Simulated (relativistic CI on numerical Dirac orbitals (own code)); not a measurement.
## Ru6+: L2,3 absorption edge

Computed with this model: Dirac-Coulomb-Breit CI, KLI orbitals optimised for each configuration, a model potential for QED, multiplet model of core-to-valence dipole absorption, unscaled Slater integrals; configurations [Kr] 4d2 → [He] 2s2 2p5 3s2 3p6 3d10 4s2 4p6 4d3; 300 K; Lorentzian 1.6 eV and Gaussian 0.5 eV FWHM. Energies are those of the free ion, without screening or charge transfer. The branching ratio is the share of the lower-energy edge in the whole absorption, uncertain by about 0.02 where the edges overlap. S is read from ⟨S²⟩ = S(S + 1).

Field parameters in Wybourne normalisation: Td as Oh with Dq negative (B⁴₀ = 21Dq, B⁴₄ = √(5/14) B⁴₀). The field is a parameter set, without covalency.

free ion: ground-state S = 0.99, centroid 2881.29 eV, branching ratio 0.777. Peaks (eV, height): 2852.8 (100), 2979.0 (16), 2981.8 (18).

Td, 10Dq = -8550 cm⁻¹: ground-state S = 1.00, centroid 2889.27 eV, branching ratio 0.716. Peaks (eV, height): 2853.0 (100), 2979.8 (26), 2981.8 (28).

Td, 10Dq = -13300 cm⁻¹: ground-state S = 1.00, centroid 2890.84 eV, branching ratio 0.704. Peaks (eV, height): 2853.0 (100), 2980.0 (34), 2982.0 (28).

Td, 10Dq = -18050 cm⁻¹: ground-state S = 1.00, centroid 2891.69 eV, branching ratio 0.698. Peaks (eV, height): 2853.2 (100), 2980.2 (42), 2982.2 (27).

The statistical ratio of this edge is 2/3 = 0.667. Values above it arise where the holes sit mainly in the j = l + 1/2 valence subshell or the ground state has high spin; values below it where core-valence Coulomb terms move weight to the upper edge, as in nearly empty shells. At deep edges of heavy elements the radial integrals of the two core levels differ, which raises the baseline.

Strongest unbroadened transitions for Td, 10Dq = -13300 cm⁻¹:

```tsv
Energy (eV)	Relative strength
2851.58	28.4
2851.63	34.1
2851.66	35.7
2851.85	26.1
2852.85	26.7
2853.00	23.0
2853.02	100.0
2853.09	73.4
2853.20	39.0
2853.39	25.7
2853.43	40.3
2853.75	29.5
2979.73	28.3
2979.91	44.4
2980.50	28.4
2980.90	23.4
2982.09	35.3
2982.47	23.6
```
